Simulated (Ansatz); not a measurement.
`BNCC` + `[SiH3]S` → `BS[SiH3]` + `CCN` at 400 K and 1 bar (ligand exchange at a B–N bond).

Calculated with Ansatz (gas phase, PBE0-D4/def2-TZVP geometries, no zero-point term in ΔE). CBS: MP2 limit from def2 TZ/QZ plus the TZ coupled-cluster correction, frozen cores. Each species was taken in one conformer, which may not be the lowest.

| species | CCSD(T)/CBS energy (Eh) | H − E (kJ/mol) | S (J/(mol·K)) |
| --- | --- | --- | --- |
| `BNCC` | -160.44809 | 303.2 | 328.3 |
| `[SiH3]S` | -689.27336 | 109.8 | 293.0 |
| `BS[SiH3]` | -714.68055 | 151.5 | 334.3 |
| `CCN` | -135.01652 | 265.7 | 294.1 |

H − E and S are ideal-gas, rigid-rotor, harmonic terms from PBE0-D4/def2-TZVP, for one conformer and one mirror image of each species. 1 Eh = 2625.50 kJ/mol, R = 8.31446 J/(mol·K).

Question: By hand: ΔE, ΔH, ΔS and ΔG.

Answer: ΔE = (-714.68055) + (-135.01652) − (-160.44809) − (-689.27336) = 0.02438 Eh = 64.0 kJ/mol. Δ(H − E) = 151.5 + 265.7 − 303.2 − 109.8 = 4.2, so ΔH = 68.2 kJ/mol. ΔS = 334.3 + 294.1 − 328.3 − 293.0 = 7.1 J/(mol·K). ΔG = 68.2 − 400 × (7.1)/1000 = 65.4 kJ/mol.

Question: By hand: the equilibrium constant, and the temperature at which ΔG would vanish if ΔH and ΔS stayed fixed.

Answer: log₁₀ K = −ΔG/(RT ln 10) = -8.5. ΔG = 0 at ΔH/ΔS = 9606 K, far beyond where these terms or the molecules hold.

The number of gas molecules stays the same, so ΔS is small and ΔH decides. A doubt of 5 kJ/mol in ΔE shifts log₁₀ K by 0.7 here. Other conformers and mirror images would add mixing entropy, several J/(mol·K) or more a flexible species. These are equilibria of isolated gas molecules and say nothing of rates. Largest T1 diagnostic: 0.014 (customary marks: 0.02 for closed shells, 0.045 for open ones).
